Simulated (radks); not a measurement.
Species: Lu III. Configuration: [Xe] 4f14 6s1.

Method: scalar-relativistic Kohn-Sham, BLYP, spin-unpolarised, spherical densities, finite nucleus; Fermi nuclear charge, rms radius 5.37 fm; computed with a radial shooting solver on a logarithmic mesh with Libxc functionals.

Energy parts (Ry):
total: -29123.3168
kinetic: 31814.4274
electron-nucleus: -71671.0146
Hartree: 11334.3795
exchange-correlation: -601.1091

Orbitals (lengths in bohr, moments of r in powers of bohr; <r^-3> diverges for s and p1/2):
| orbital | occ. | eigenvalue (Ry) | <r^-3> | <r> | <r^4> |
|---|---|---|---|---|---|
| 1s | 2 | -4648.752 | - | 0.01932 | 7.072e-07 |
| 2s | 2 | -792.4278 | - | 0.08184 | 0.0001081 |
| 2p | 6 | -697.4457 | 16860 | 0.07291 | 0.00008342 |
| 3s | 2 | -180.5349 | - | 0.2127 | 0.004025 |
| 3p | 6 | -152.0224 | 3699 | 0.2123 | 0.004285 |
| 3d | 10 | -117.7478 | 483.6 | 0.1925 | 0.003332 |
| 4s | 2 | -36.92779 | - | 0.4780 | 0.09688 |
| 4p | 6 | -27.57008 | 843.6 | 0.5079 | 0.1291 |
| 4d | 10 | -15.35587 | 93.13 | 0.5477 | 0.1982 |
| 4f | 14 | -1.96149 | 13.92 | 0.7198 | 1.362 |
| 5s | 2 | -5.74664 | - | 1.168 | 3.511 |
| 5p | 6 | -3.57136 | 108.1 | 1.380 | 7.321 |
| 6s | 1 | -1.30095 | - | 3.052 | 158.1 |

The highest occupied level is 6s at -17.700 eV. For comparison, the ionisation energy in NIST's Atomic Spectra Database is 20.959 eV (measured). In exact Kohn-Sham theory the highest level is minus the ionisation energy, but local and semilocal functionals leave it too shallow, through self-interaction and a potential that decays too fast; potentials with the right tail come closer. Summed over all electrons, <r^2> = 42.72 bohr^2, which gives a Langevin (diamagnetic) susceptibility term of -33.8 x 10^-6 cm^3/mol.

Beside tabulated values, note that spin-unpolarised runs miss the spin-polarisation part of the exchange energy of open shells.
